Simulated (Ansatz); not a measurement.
`[NH2][AlH][SiH2][SiH2]Cl` + H₂ → `[SiH3][SiH2]Cl` + `[NH2][AlH2]`  (hydrogenolysis of the Si–Al bond)

Computed with Ansatz on PBE0-D4/def2-TZVP structures; ΔE is electronic, products minus reactants. CCSD(T)/CBS is the MP2 limit (def2-TZVPP, def2-QZVPP) plus CCSD(T) − MP2 in def2-TZVPP, frozen cores. This one scheme is used for every species. Functionals use def2-TZVPP. Each species was taken in one conformer, which may not be the lowest.

`[NH2][AlH][SiH2][SiH2]Cl`:

Cartesian coordinates in Å:
```
N -0.679 0.864 -2.054
Al 0.522 -0.394 -1.764
Si 0.681 -1.202 0.545
Si -0.130 0.426 2.010
Cl -2.023 0.995 1.370
H -0.865 1.300 -2.943
H -1.297 1.227 -1.344
H 1.413 -0.894 -2.975
H 2.079 -1.514 0.970
H -0.132 -2.434 0.774
H 0.713 1.650 1.993
H -0.282 -0.023 3.417
```

H₂:

Z-matrix (Å, degrees):
```
H
H 1 0.746
```

`[SiH3][SiH2]Cl`:

```xyz
8

Si    1.160    0.265   -0.194
Si   -1.122   -0.104    0.157
Cl   -1.411   -2.101    0.590
H     1.392    1.701   -0.505
H     1.628   -0.566   -1.333
H     1.918   -0.100    1.031
H    -1.640    0.687    1.303
H    -1.925    0.218   -1.050
```

`[NH2][AlH2]`:

Z-matrix (Å, degrees):
```
N
Al 1 1.766
H 1 1.007 2 124.9
H 1 1.007 2 124.9 3 180.0
H 2 1.583 1 117.9 3 -180.0
H 2 1.583 1 117.9 3 0.0
```

CCSD(T)/CBS gives +4.9 kJ/mol.

(1) Another level gave +4.9 kJ/mol. Which?
A. PBE0/def2-TZVPP
B. SCS-MP2/def2-TZVPP
C. HF/def2-TZVPP
D. r2SCAN-D4/def2-TZVPP

Largest T1 diagnostic among the species: 0.013.

## Answers

(1) A. PBE0 4.9, r2SCAN-D4 10.2, SCS-MP2/def2-TZVPP -6.0, HF/def2-TZVPP -34.3 kJ/mol.

From PBE to PBE0 (25 % exact exchange), in def2-TZVPP and without D4, ΔE moves by −5.9 kJ/mol. The D4 term adds +14.2 kJ/mol with B3LYP and +8.3 kJ/mol with PBE0; it sums over pairs of atoms, weighted by their polarisabilities, and B3LYP, whose exchange is more repulsive, gets the larger term.

B3LYP here is the variant with VWN-RPA as its local correlation; programs differ in this.
